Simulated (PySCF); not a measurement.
# [Bi(OH)4]− at several levels of theory

Computed with PySCF 2.14.0 (density fitting, no spin-orbit coupling) at the geometry relaxed with PBE0:

```xyz
9
[Bi(OH)4]− (singlet)
Bi    0.0000    0.0000    0.9494
O     1.2170    1.7413    0.2848
H     1.7397    1.3005   -0.3998
O    -1.2170   -1.7413    0.2848
H    -1.7397   -1.3005   -0.3998
O     1.3695   -1.0266   -0.3317
H     0.7377   -1.7261   -0.5712
O    -1.3695    1.0266   -0.3317
H    -0.7377    1.7261   -0.5712
```

```csv
level,basis,state,HOMO (eV),gap (eV),charge on Bi1 (e),dipole about the centre of mass (D),largest force component (eV/Å)
PBE0,"Bi def2-SVP with ECP60, O def2-SVP, H def2-SVP",singlet,-1.73,6.63,0.89,3.08,0.01
PBE,the same,singlet,-0.22,4.51,0.71,2.77,0.84
r2SCAN,the same,singlet,-0.60,5.01,0.86,2.90,0.33
```

Charges are Mulliken's, which hang on the basis. The relaxation used the grid (50, 194), these runs (75, 302) or, all-electron (x2c bases, spin-free X2C Hamiltonian), (99, 590).

Problem. What does PBE0 with Bi def2-TZVP with ECP60, O def2-TZVP, H def2-TZVP give here?

Solution. state singlet, HOMO (eV) -2.30, gap (eV) 6.47, charge on Bi1 (e) 1.03, dipole about the centre of mass (D) 3.27, largest force component (eV/Å) 0.65. Time: 15 s on 2 threads of Arm Neoverse V1, on a shared host, from free ions and atoms.

In the first row's basis the gap widens with exact exchange: 4.5 to 5.0 eV for PBE, r2SCAN (none); 6.6 eV for PBE0 (a fixed share).
